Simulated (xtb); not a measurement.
Ti(OH)4 (H₄O₄Ti), SMILES [Ti]([OH])([OH])([OH])[OH], multiplicity 1. All values are semi-empirical tight-binding results from xtb (GFN2-xTB unless named), good for trends rather than for accurate numbers. Geometry: GFN2-xTB. The spin state was assumed, not searched. The isomer is the one that the SMILES or the coordinates give; other isomers of the formula were not compared. One conformer was computed; it need not be the lowest.

For metal compounds this method's bond lengths and energies can be far off.

Computed properties:
```json
{
 "point_group_as_xtb_finds_it": "S4",
 "orbital_gap": "4.82 eV",
 "zero_point_energy": "28.3 kcal/mol",
 "G − E(el) at 298.15 K (modified RRHO)": "7.2 kcal/mol"
}
```
